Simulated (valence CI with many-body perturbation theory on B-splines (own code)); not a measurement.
# Sm⁵⁵⁺: electric-dipole lines

Level of theory: relativistic CI+MBPT: five valence electrons over a frozen Dirac-Fock core [He], radial functions for each j: 9 s, 9 p, 8 d, 6 f, 3 g, 1 h, with the one-electron correlation potential Σ1 (screened to all orders), the two-electron term Σ2, the three-electron term Σ3, Breit, model QED; selected single and double excitations, second order for the rest (own B-spline code, finite nucleus).

The last digits are not significant, and no measured levels were compared; by estimate large intervals hold to a few tenths of a per cent, small ones and those within an open d or f shell to about a per cent. Among the levels kept, up to 1200 cm⁻¹ of a level comes from second order outside the variational space, and about a tenth of that is noise between levels of different J, which matters for small intervals.

Lines 51 to 100 of 261 in falling wavelength, among levels below 7407.0 eV, chosen from the strongest by gf and those to the six lowest levels. Wavelengths and rates use the calculated energies. Electric multipoles are in the length gauge, E1 and E2 with the static RPA response of the core. Weak lines are less certain than strong ones. Lines between different terms over intervals too small for the method are left out, as are lines whose strength nearly cancels. The highest levels of a list are the least certain.

Levels are named by their leading jj configuration (3d3/2^4 stands for four electrons in 3d with j = 3/2), which in mixed levels can hold well under half, so a name can repeat and another be missing. Letters in brackets count levels of one name in rising energy.

| λ vac (nm) | Upper | Lower | A (s⁻¹) | S (a.u.) |
| --- | --- | --- | --- | --- |
| 4.629 | (2s 2p1/2^2 2p3/2 3d3/2) J=3/2 [a] | (2s 2p1/2^2 2p3/2 3p1/2) J=3/2 [a] | 1.64e+11 | 3.21e-02 |
| 4.610 | (2s 2p1/2^2 2p3/2 3p3/2) J=3/2 [b] | (2s 2p1/2^2 2p3/2 3s) J=3/2 [b] | 1.41e+11 | 2.73e-02 |
| 4.608 | (2s^2 2p1/2^2 3d3/2) J=3/2 | (2s^2 2p1/2^2 3p1/2) J=1/2 | 2.03e+11 | 3.92e-02 |
| 4.601 | (2s^2 2p1/2 2p3/2 3d3/2) J=7/2 | (2s^2 2p1/2 2p3/2 3p1/2) J=5/2 | 1.97e+11 | 7.59e-02 |
| 4.599 | (2s 2p1/2^2 2p3/2 3d3/2) J=7/2 | (2s 2p1/2^2 2p3/2 3p1/2) J=5/2 | 1.69e+11 | 6.50e-02 |
| 4.582 | (2s 2p1/2^2 2p3/2 3d3/2) J=1/2 [a] | (2s 2p1/2^2 2p3/2 3p1/2) J=3/2 [a] | 2.15e+11 | 2.04e-02 |
| 4.579 | (2s^2 2p1/2 2p3/2 3p3/2) J=3/2 [b] | (2s^2 2p1/2 2p3/2 3s) J=3/2 [b] | 1.01e+11 | 1.92e-02 |
| 4.566 | (2s^2 2p1/2 2p3/2 3d3/2) J=3/2 [a] | (2s^2 2p1/2 2p3/2 3p1/2) J=1/2 | 1.20e+11 | 2.26e-02 |
| 4.565 | (2s^2 2p1/2 2p3/2 3p3/2) J=5/2 [a] | (2s^2 2p1/2 2p3/2 3s) J=3/2 [a] | 3.18e+11 | 8.96e-02 |
| 4.562 | (2s 2p1/2^2 2p3/2 3p3/2) J=5/2 [a] | (2s 2p1/2^2 2p3/2 3s) J=3/2 [a] | 9.94e+10 | 2.79e-02 |
| 4.555 | (2s^2 2p1/2 2p3/2 3d3/2) J=1/2 [b] | (2s^2 2p1/2 2p3/2 3p1/2) J=3/2 [b] | 1.61e+11 | 1.50e-02 |
| 4.519 | (2s 2p1/2^2 2p3/2 3p3/2) J=7/2 | (2s 2p1/2^2 2p3/2 3s) J=5/2 | 2.13e+11 | 7.74e-02 |
| 4.510 | (2s^2 2p1/2^2 3p3/2) J=3/2 | (2s^2 2p1/2^2 3s) J=1/2 | 3.25e+11 | 5.88e-02 |
| 4.498 | (2s 2p1/2^2 2p3/2 3p3/2) J=1/2 [a] | (2s 2p1/2^2 2p3/2 3s) J=3/2 [a] | 2.65e+11 | 2.38e-02 |
| 4.495 | (2s^2 2p1/2 2p3/2 3p3/2) J=3/2 [a] | (2s^2 2p1/2 2p3/2 3s) J=3/2 [a] | 6.46e+10 | 1.16e-02 |
| 4.492 | (2s^2 2p1/2 2p3/2 3d3/2) J=1/2 [a] | (2s^2 2p1/2 2p3/2 3p1/2) J=1/2 | 1.85e+11 | 1.66e-02 |
| 4.463 | (2s 2p1/2^2 2p3/2 3d3/2) J=5/2 [b] | (2s^2 2p1/2 2p3/2 3d3/2) J=3/2 [b] | 6.37e+10 | 1.68e-02 |
| 4.393 | (2s 2p1/2^2 2p3/2 3p3/2) J=3/2 [a] | (2s 2p1/2^2 2p3/2 3s) J=5/2 | 6.31e+10 | 1.06e-02 |
| 4.390 | (2s^2 2p1/2 2p3/2 3p3/2) J=5/2 [b] | (2s^2 2p1/2 2p3/2 3s) J=3/2 [b] | 1.79e+11 | 4.49e-02 |
| 4.379 | (2s^2 2p1/2 2p3/2 3d3/2) J=5/2 [b] | (2s^2 2p1/2 2p3/2 3p1/2) J=5/2 | 8.95e+10 | 2.23e-02 |
| 4.334 | (2s 2p1/2^2 2p3/2 3p3/2) J=3/2 [b] | (2s 2p1/2^2 2p3/2 3s) J=1/2 | 1.36e+11 | 2.19e-02 |
| 4.333 | (2s^2 2p1/2 2p3/2 3p3/2) J=3/2 [b] | (2s^2 2p1/2 2p3/2 3s) J=1/2 | 8.14e+10 | 1.31e-02 |
| 4.316 | (2s 2p1/2^2 2p3/2^2) J=1/2 | (2s^2 2p1/2 2p3/2^2) J=1/2 | 4.71e+10 | 3.74e-03 |
| 4.309 | (2s^2 2p1/2 2p3/2 3p3/2) J=5/2 [b] | (2s^2 2p1/2 2p3/2 3s) J=5/2 | 1.94e+11 | 4.61e-02 |
| 4.294 | (2s 2p1/2^2 2p3/2^2) J=3/2 | (2s^2 2p1/2 2p3/2^2) J=1/2 | 6.78e+07 | 1.06e-05 |
| 4.275 | (2s 2p1/2^2 2p3/2 3d3/2) J=5/2 [b] | (2s^2 2p1/2 2p3/2 3d3/2) J=7/2 | 3.04e+10 | 7.03e-03 |
| 4.274 | (2s 2p1/2^2 2p3/2 3p3/2) J=1/2 [b] | (2s 2p1/2^2 2p3/2 3s) J=1/2 | 1.15e+11 | 8.90e-03 |
| 4.221 | (2s 2p1/2^2 2p3/2 3p3/2) J=5/2 [b] | (2s^2 2p1/2 2p3/2 3p3/2) J=7/2 | 3.03e+10 | 6.75e-03 |
| 4.210 | (2s^2 2p1/2 2p3/2 3p3/2) J=3/2 [b] | (2s^2 2p1/2 2p3/2 3s) J=3/2 [a] | 5.05e+10 | 7.44e-03 |
| 4.193 | (2s 2p1/2^2 2p3/2 3s) J=1/2 | (2s^2 2p1/2 2p3/2 3s) J=1/2 | 1.22e+11 | 8.89e-03 |
| 4.178 | (2s 2p1/2^2 2p3/2 3p3/2) J=5/2 [a] | (2s 2p1/2^2 2p3/2 3s) J=5/2 | 1.88e+11 | 4.06e-02 |
| 4.168 | (2s 2p1/2^2 2p3/2 3s) J=3/2 [b] | (2s^2 2p1/2 2p3/2 3s) J=3/2 [b] | 5.17e+10 | 7.39e-03 |
| 4.162 | (2s 2p1/2^2 2p3/2 3p1/2) J=3/2 [b] | (2s^2 2p1/2 2p3/2 3p1/2) J=5/2 | 8.57e+10 | 1.22e-02 |
| 4.094 | (2s 2p1/2^2 2p3/2 3s) J=3/2 [b] | (2s^2 2p1/2 2p3/2 3s) J=5/2 | 7.00e+10 | 9.49e-03 |
| 4.038 | (2s^2 2p1/2 2p3/2 3p3/2) J=1/2 [b] | (2s^2 2p1/2 2p3/2 3s) J=3/2 [b] | 4.11e+11 | 2.67e-02 |
| 3.817 | (2s^2 2p3/2^3) J=3/2 | (2s 2p1/2^2 2p3/2^2) J=1/2 | 4.38e+08 | 4.81e-05 |
| 3.799 | (2s 2p1/2^2 2p3/2 3p3/2) J=5/2 [b] | (2s 2p1/2^2 2p3/2 3s) J=3/2 [a] | 3.86e+10 | 6.27e-03 |
| 3.781 | (2s 2p1/2^2 2p3/2^2) J=3/2 | (2s^2 2p1/2 2p3/2^2) J=5/2 | 5.23e+10 | 5.58e-03 |
| 3.561 | (2s 2p1/2^2 2p3/2^2) J=1/2 | (2s^2 2p1/2 2p3/2^2) J=3/2 | 2.79e+08 | 1.24e-05 |
| 3.545 | (2s 2p1/2^2 2p3/2^2) J=3/2 | (2s^2 2p1/2 2p3/2^2) J=3/2 | 1.84e+10 | 1.62e-03 |
| 3.542 | (2p1/2^2 2p3/2^3) J=3/2 | (2s 2p1/2 2p3/2^3) J=5/2 | 1.22e+11 | 1.07e-02 |
| 3.039 | (2s^2 2p3/2^3) J=3/2 | (2s 2p1/2^2 2p3/2^2) J=5/2 | 9.15e+08 | 5.07e-05 |
| 1.481 | (2s 2p1/2 2p3/2^3) J=3/2 [a] | (2s^2 2p1/2 2p3/2^2) J=1/2 | 1.61e+10 | 1.04e-04 |
| 1.416 | (2s 2p1/2^2 2p3/2^2) J=5/2 | (2s^2 2p1/2^2 2p3/2) J=3/2 | 5.69e+11 | 4.78e-03 |
| 1.415 | (2s 2p1/2 2p3/2^3) J=3/2 [a] | (2s^2 2p1/2 2p3/2^2) J=5/2 | 6.77e+10 | 3.79e-04 |
| 1.380 | (2s 2p1/2 2p3/2^3) J=3/2 [a] | (2s^2 2p1/2 2p3/2^2) J=3/2 | 1.91e+12 | 9.94e-03 |
| 1.358 | (2s 2p1/2^2 2p3/2 3d3/2) J=3/2 [b] | (2s^2 2p1/2^2 3d3/2) J=3/2 | 1.27e+12 | 6.28e-03 |
| 1.358 | (2s 2p1/2 2p3/2^3) J=5/2 | (2s^2 2p1/2 2p3/2^2) J=5/2 | 1.90e+12 | 1.41e-02 |
| 1.348 | (2s^2 2p1/2 2p3/2 3d3/2) J=3/2 [b] | (2s^2 2p1/2^2 3p1/2) J=1/2 | 8.17e+11 | 3.95e-03 |
| 1.347 | (2s 2p1/2^2 2p3/2 3p1/2) J=1/2 | (2s^2 2p1/2^2 3p1/2) J=1/2 | 1.59e+12 | 3.84e-03 |
